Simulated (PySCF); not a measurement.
# Worked example: chemical shift, span and skew from a shielding tensor

(E)-2-chloro-1,3,3-trifluoroprop-1-ene (C3H2ClF3), SMILES F/C=C(/Cl)C(F)F. Atoms are numbered in the order given.

```xyz
9

F      0.8781    -2.1214     0.3899
C      1.2293    -0.8447     0.3313
C      0.3983     0.1367    -0.0378
Cl     0.9865     1.7764    -0.0548
C     -1.0485     0.0098    -0.4425
F     -1.3922    -1.2836    -0.6286
F     -1.8496     0.5249     0.5267
H      2.2707    -0.6597     0.6092
H     -1.2421     0.5695    -1.3752
```
Charge 0, spin multiplicity 1.

Geometry: B3LYP-D3(BJ)/def2-SVP. The values are those of a single conformer.

GIAO shieldings from HF/pcSseg-1 (PySCF), non-relativistic, no solvent. The symmetric part of the tensor of C2 has the principal values -77.4, 77.0, 92.6 ppm. The same nucleus in TMS has σ = 192.6 ppm at this level (PySCF, at its B3LYP-D3(BJ)/def2-TZVP geometry). Without spin–orbit terms, shifts of atoms bonded to Cl or Br come out too high.

Problem. Work out the isotropic shielding, the ¹³C shift against TMS, the span and the skew.

Solution. 
σ(iso) = (σ11 + σ22 + σ33)/3 = 30.7 ppm. δ = σ(ref) − σ(iso) = 192.6 − (30.7) = 161.9 ppm.
Span Ω = σ33 − σ11 = 170.0 ppm. Skew κ = 3(σ(iso) − σ22)/Ω = -0.82. Tumbling in solution averages the tensor to δ; in a static solid the shielding alone would spread this spin-1/2 line over Ω.
